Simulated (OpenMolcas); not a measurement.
Pd2+: moving or changing the point charges

Pd2+ among 6 point charges of -1 e arranged as an octahedron (Oh), 2.15 Å from the ion.
```
   2.1500    0.0000    0.0000  -1.00
   0.0000    2.1500    0.0000  -1.00
  -2.1500    0.0000    0.0000  -1.00
   0.0000   -2.1500    0.0000  -1.00
   0.0000    0.0000    2.1500  -1.00
   0.0000    0.0000   -2.1500  -1.00
```

```json
{
 "Program": "OpenMolcas",
 "Method": "CASSCF",
 "Basis": "ANO-RCC-VDZP [6s5p3d1f]",
 "Scalar Hamiltonian": "DKH2, point nucleus",
 "Active space": "8 electrons in 5 orbitals (4d)",
 "State averaging": "2S+1 = 3 even, 10 roots; 2S+1 = 1 even, 15 roots",
 "Spin-orbit coupling": "state interaction with AMFI integrals over the reference wave functions"
}
```

Runs around this geometry, states (labels of O, the rotations of Oh). Energies in cm-1 above the lowest state or level, χT in cm3 K/mol; 10Dq and B are least-squares fits to the states below 45000 cm-1, weighted by degeneracy, with a free offset, and given where the rms deviation is under 5 % of |10Dq| (or 100 cm-1) and under 700 cm-1.

| R (Å) | q (e) | Ground state | First state of that spin | 10Dq | B (rms of fit) | First gap with spin-orbit (degeneracies) | χT at 300 K | First state of another spin |
| --- | --- | --- | --- | --- | --- | --- | --- | --- |
| 2.15 | -0.8 | 3A2 | 3T2 2990 | 2863 | 932 (62) | 2403 (3, 2) | 2.540 | 1E 13788 |
| 1.96 | -1 | 3A2 | 3T2 5526 | 5276 | 931 (114) | 4797 (3, 2) | 2.077 | 1E 14404 |
| 2.15 | -1 | 3A2 | 3T2 3730 | 3563 | 931 (80) | 3087 (3, 2) | 2.380 | 1E 14023 |
| 2.3 | -1 | 3A2 | 3T2 2778 | 2656 | 932 (60) | 2212 (3, 2) | 2.591 | 1E 13727 |

Taking |10Dq| as R^-n, n = -ln(2656 / 5276) / ln(2.3 / 1.96) = 4.3 between the shortest and longest distance. The point-charge formula for a cubic d site gives n = 5.

Scaling the charges by -0.8 / -1 = 0.80 scales |10Dq| by 2863 / 3563 = 0.80; with fixed orbitals a first-order splitting would follow the charge.

Without dynamic correlation the repulsion within the d shell is too large (B by tens of per cent), so at a given field states of lower spin stand too high. Real 4d8 and 5d8 ions are as a rule square planar and diamagnetic. The ground term spreads over less than 5000 cm-1, several times less than with real ligands, so orbital moments are less quenched and χT lies further from the spin-only value than at real sites (holds for R = 2.3, q = -1). Point charges carry no covalency, so the field is a model and not that of real ligands. No measured value stands beside these numbers.
